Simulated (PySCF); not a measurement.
## Ru: ionisation energy

Ru [Kr] 4d7 5s1 (5F) → Ru⁺ [Kr] 4d7 (4F), as a difference of total energies. All numbers are calculated (PySCF 2.14, scalar relativity by spin-free X2C-1e, in x2c-TZVPall). Correlated levels: valence: [Kr] frozen. The calculations carry no spin-orbit coupling.

Question: Order these methods by the ionisation energy they give, lowest first.
A. PBE0
B. MP2 (valence)
C. UHF
D. LDA

Answer: C (6.297 eV), B (6.900 eV), A (7.460 eV), D (8.027 eV).

Errors of the correlated levels include the incompleteness of this basis and the frozen core.

For comparison: 7.365 eV (measured; NIST levels, between the centres of gravity of the two terms).
